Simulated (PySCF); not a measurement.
Estimate the missing entries of this data sheet.

Compound: C7H13F5Si2.
SMILES: `FC(F)(F)C(F)(F)CC[Si@@H]1CCC[SiH2]1`

```tsv
property	level	value
point group	PBE0-D3(BJ)/def2-SVP	C1
rotational constants A, B, C	PBE0-D3(BJ)/def2-SVP	1.045, 0.303, 0.279 GHz
dipole moment	B3LYP/def2-SVPD	2.99 D
HOMO energy	B3LYP/def2-SVPD	?
LUMO energy	B3LYP/def2-SVPD	?
lowest singlet excitation	TDDFT B3LYP/def2-SVPD	?
strongest line among the 10 lowest singlet transitions	TDDFT B3LYP/def2-SVPD	S4 at 6.94 eV (179 nm, f = 0.129)
lowest triplet excitation (Tamm–Dancoff)	TDA B3LYP/def2-SVPD	5.52 eV
static isotropic polarisability	B3LYP/def2-SVPD	?
electronic spatial extent ⟨r²⟩ about the centre of nuclear charge	B3LYP/def2-SVPD	?
13C chemical shifts (computed TMS as zero) by class	GIAO PBE0/pcSseg-1	125.0 (1 C), 119.6 (1 C), 31.8 (1 C), 26.6 (1 C), 15.8 (1 C), 11.7 (1 C), 5.7 (1 C) ppm
1H chemical shifts (computed TMS as zero) by class	GIAO PBE0/pcSseg-1	4.08 (1 H), 3.79 (1 H), 3.73 (1 H), 2.35 (1 H), 2.23 (1 H), 1.97 (1 H), 1.31 (1 H), 1.29 (1 H), 0.98 (1 H), 0.96 (1 H), 0.94 (1 H), 0.41 (1 H), 0.11 (1 H) ppm
isotropic shieldings of nuclei other than C and H, by class	GIAO PBE0/pcSseg-1	273 (3 F), 303 (1 F), 311 (1 F), 375 (1 Si), 416 (1 Si) ppm
```

Gas-phase values; electronic properties from PySCF, density fitting. Geometry: PBE0-D3(BJ)/def2-SVP, one conformer, isolated molecule. NMR classes are plain means over equivalent atoms (diastereotopic ones count apart unless rotation or inversion swaps them), as if these changed places fast; in this geometry the members of some classes differ.

(1) Give the static isotropic polarisability.

(2) Give the electronic spatial extent ⟨r²⟩ about the centre of nuclear charge.

(3) The HOMO energy?

(4) The lowest singlet excitation?

(5) Give the LUMO energy.

Results:

(1) 141.1 au.

(2) 4000 bohr².

(3) -7.09 eV.

(4) 6.08 eV (204 nm, f = 0.013).

(5) -0.08 eV.

The 10 singlets span 6.08 to 7.46 eV, and their oscillator strengths add up to 0.32. The principal polarisabilities are 119.5, 141.4 and 162.4 au; their mean is the isotropic value. The polarisability is 20.91 Å³ as a volume (1 au = 0.148185 Å³), or 1.10 au for each of the 128 electrons.

For the TDDFT job (B3LYP/def2-SVPD), the run took 3.5 min wall, 7.4 min CPU on 2 threads, Intel Xeon Platinum 8375C at 2.90 GHz (x86_64), shared host with 64 logical CPUs at a one-minute load of 28, and the process peaked at 2.5 GiB of memory.
